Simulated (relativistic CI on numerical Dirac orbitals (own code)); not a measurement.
These numbers are calculated, not measured: Dirac-Coulomb-Breit CI, orbitals from a KLI potential per configuration, model QED (radiative potential, 1s self-energy scaled to tabulated hydrogen-like ionisation energies), valence Slater integrals scaled by 0.85, configuration energies shifted to the measured levels that pair with them (semi-empirical) (own radial code, finite nucleus).

Configuration list (outside the closed core [Ne]): 3s2.3p, 3s.3p2, 3s2.4s, 3s2.4p, 3p3, 3s.3p.3d, 3s2.5s, 3s2.3d, 3p.3d2, 3s2.4d, 3s2.4f, 3s2.5p, 3s.3p.4s, 3p2.3d, 3s2.5d, 3s2.5f, 3s2.5g, 3p2.4s, 3s.3d2, 3s.3p.4p, 3s.3d.4s, 3p2.4p, 3s.4s2, 3s.3d.4p, 3s.4s.4p, 3s.3p.4d, 3s.3p.5s, 3s.3p.4f, 3s.3p.5p, 3s.4p2. Levels of other configurations are missing.

Configurations whose levels could be paired with our table of measured levels were shifted onto them, all but the ground configuration, by the median error of their levels; single terms can still be off by 1,000 to 2,000 cm⁻¹ or more, and rates follow the energies as ν³ (E1, M1) or ν⁵ (E2). The others borrow a shift and can be off by several thousand cm⁻¹ or more. The fine structure of a lone outer electron comes out too small, for d and f at times inverted, and misplaced configurations move strength between like terms. 13 of the 13 excited levels that our extract of the measured tables holds in this range could be paired (the sources list more); they are missed by 344 cm⁻¹ on average and 761 at most, after the shifts were fitted to these levels, and levels without a partner can miss by more.

Outline of the computed level scheme of P III. Lowest level of each configuration: 3s2.3p 2P°_1/2 at 0.0000 eV; 3s.3p2 4P_1/2 at 7.1135 eV; 3s2.4s 2S_1/2 at 14.6098 eV; 3s2.3d 2D_3/2 at 14.7532 eV; 3s2.4p 2P°_1/2 at 17.5285 eV; 3p3 2D°_3/2 at 18.4042 eV; 3s.3p.3d 4F°_3/2 at 19.8622 eV; 3s2.5s 2S_1/2 at 21.8265 eV; 3s2.4d 2D_5/2 at 22.2740 eV.

Some strong electric-dipole decays among the lowest 38 levels: 3s.3p2 2P_3/2 → 3s2.3p 2P°_3/2 (5.4e+09 s⁻¹); 3s.3p2 2P_1/2 → 3s2.3p 2P°_1/2 (4.2e+09 s⁻¹); 3p3 4S°_3/2 → 3s.3p2 4P_5/2 (2.8e+09 s⁻¹); 3s.3p2 2P_1/2 → 3s2.3p 2P°_3/2 (2.3e+09 s⁻¹); 3s2.4s 2S_1/2 → 3s2.3p 2P°_3/2 (2.0e+09 s⁻¹); 3p3 4S°_3/2 → 3s.3p2 4P_3/2 (1.9e+09 s⁻¹); 3p3 2P°_1/2 → 3s.3p2 2D_3/2 (1.7e+09 s⁻¹); 3p3 2P°_3/2 → 3s.3p2 2D_5/2 (1.5e+09 s⁻¹).

Rates of lines that live on the mixing of spin multiplicities can be off by large factors.

LS names give the leading component of a level, which can be under half, so a name can repeat, a term be missing and a line seem to break the LS rules.
